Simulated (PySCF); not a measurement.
This PySCF input asks for the NMR shieldings of `FB([C@@H]1C(=C)[C@H]1B(C)C)F`, C6H10B2F2; the geometry comes from GFN2-xTB.

```python
import basis_set_exchange as bse
import numpy as np
from pyscf import gto, dft
from pyscf.prop import nmr

atoms = """
C     1.671117    1.747958   -0.988070
C     1.217822    0.729044   -0.309523
C     0.200899    0.170430    0.581780
B    -1.254002   -0.051132    0.071194
C    -1.508695   -0.749889   -1.319863
C    -2.452097    0.437200    0.970491
C     1.393586   -0.690238    0.047349
B     2.492477   -1.132776    1.033748
F     3.168207   -2.262410    0.895360
F     2.837044   -0.432519    2.101419
H     1.161014    2.696969   -0.981187
H     2.571965    1.682959   -1.575789
H     0.323585    0.470750    1.619079
H    -2.556005   -0.781673   -1.608165
H    -0.961242   -0.247114   -2.116514
H    -1.146332   -1.777774   -1.311939
H    -2.853067   -0.419498    1.513815
H    -2.168399    1.175223    1.716879
H    -3.280933    0.840639    0.393062
H     1.137906   -1.395472   -0.736162
"""
names = dict.fromkeys(["C", "B", "F", "H"], "pcSseg-1")
basis = {el: gto.basis.parse(bse.get_basis(n, elements=[el], fmt="nwchem")) for el, n in names.items()}
mol = gto.M(atom=atoms, basis=basis, charge=0, verbose=0)
mf = dft.RKS(mol, xc="PBE0")
mf.grids.level = 2
mf.grids.alignment = dft.numint.BLKSIZE   # the property module wants whole blocks of grid points
mf.conv_tol = 1e-9
mf.kernel()

calc = nmr.RKS(mf)   # GIAO
C = mf.mo_coeff
Co = C[:, mf.mo_occ > 0]
resp = mf.gen_response(singlet=True, hermi=2)
def vind(x):   # induced exchange potential for any number of trial vectors
    d = np.einsum("pi,xij,qj->xpq", C, 2 * x.reshape(-1, C.shape[1], Co.shape[1]), Co, optimize=True)
    return np.einsum("xpq,pi,qj->xij", resp(d - d.transpose(0, 2, 1)), C, Co, optimize=True).ravel()
mo1, _ = nmr.rhf.solve_mo1(calc, with_cphf=vind)
sigma = calc.kernel(mo1)
for i, s in enumerate(sigma):   # ppm
    w = np.linalg.eigvalsh((s + s.T) / 2)
    print("%2d %-2s iso %8.1f  s11 %8.1f  s22 %8.1f  s33 %8.1f" % (i, mol.atom_pure_symbol(i), w.mean(), *w))
```

**Question.** What are the results?

**Answer.** 
```
 0 C  iso     81.3  s11    -15.4  s22     91.5  s33    168.0
 1 C  iso     39.8  s11    -48.8  s22      0.8  s33    167.3
 2 C  iso    156.7  s11    118.7  s22    148.2  s33    203.2
 3 B  iso     15.2  s11    -45.9  s22    -27.9  s33    119.3
 4 C  iso    179.2  s11    160.1  s22    188.0  s33    189.6
 5 C  iso    169.7  s11    151.2  s22    170.2  s33    187.5
 6 C  iso    172.9  s11    145.2  s22    157.9  s33    215.5
 7 B  iso     73.1  s11     42.8  s22     81.6  s33     94.8
 8 F  iso    240.0  s11     60.2  s22    298.3  s33    361.6
 9 F  iso    260.4  s11     92.0  s22    306.4  s33    383.0
10 H  iso     26.2  s11     23.8  s22     23.9  s33     30.8
11 H  iso     26.1  s11     23.7  s22     24.0  s33     30.6
12 H  iso     29.6  s11     23.5  s22     29.4  s33     35.9
13 H  iso     30.9  s11     26.7  s22     29.4  s33     36.5
14 H  iso     31.1  s11     25.7  s22     32.1  s33     35.6
15 H  iso     31.4  s11     25.8  s22     31.8  s33     36.5
16 H  iso     30.8  s11     27.6  s22     28.5  s33     36.4
17 H  iso     30.5  s11     26.6  s22     30.1  s33     34.7
18 H  iso     30.5  s11     26.7  s22     29.1  s33     35.7
19 H  iso     30.5  s11     23.8  s22     29.2  s33     38.5
```

These numbers come from an equivalent density-fitted implementation of the same equations, which agrees with the script to about 0.01 ppm for H and up to a few tenths of a ppm for heavy atoms, so last digits may differ.

Size and cost of the density-fitted run: 220 basis functions, 61 s wall time on 1 thread of an Arm Neoverse V1, shared host; peak memory 1.1 GiB.
